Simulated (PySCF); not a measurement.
A species of formula C2H8N2OSi has this rotational fingerprint, computed with PBE0/def2-SVPD in PySCF (dipole) on a GFN2-xTB geometry, gas phase:

- Rotational constants: A = 6142, B = 1785, C = 1573 MHz
- Dipole components: |μa| = 0.29 D, |μb| = 2.09 D, |μc| = 1.04 D
- Inertial defect: -44.03 u·Å²
- κ: -0.91

Question: Which candidate fits, each taken in the one conformer that was computed?
A. `[CH3:1][C:2](=[O:3])[NH:4][SiH2:5][NH2:6]` with C1–C2–N4–Si5 -179°, C2–N4–Si5–N6 -64°, N4–Si5–N6–H 52° and -174°
B. `[NH2:1][SiH2:2][CH2:3][C:4]([NH2:5])=[O:6]` with H–N1–Si2–C3 -59° and 168°, N1–Si2–C3–C4 -76°, Si2–C3–C4–N5 70°, C3–C4–N5–H -18° and -172°

Answer: A. It is CC(=O)N[SiH2]N, a near-prolate asymmetric top, point group C1. The candidates at the same level (rigid rotor, commonest isotopes):

```csv
SMILES,A (MHz),B (MHz),C (MHz),μa (D),μb (D),μc (D),Δ (u·Å²),point group,rotor
CC(=O)N[SiH2]N,6142,1785,1573,0.29,2.09,1.04,-44.03,C1,near-prolate asymmetric top
N[SiH2]CC(N)=O,5157,1812,1499,4.25,2.43,1.19,-39.70,C1,asymmetric top
```

`N[SiH2]CC(N)=O` has A 16 % too low. No structure here is proved a minimum.
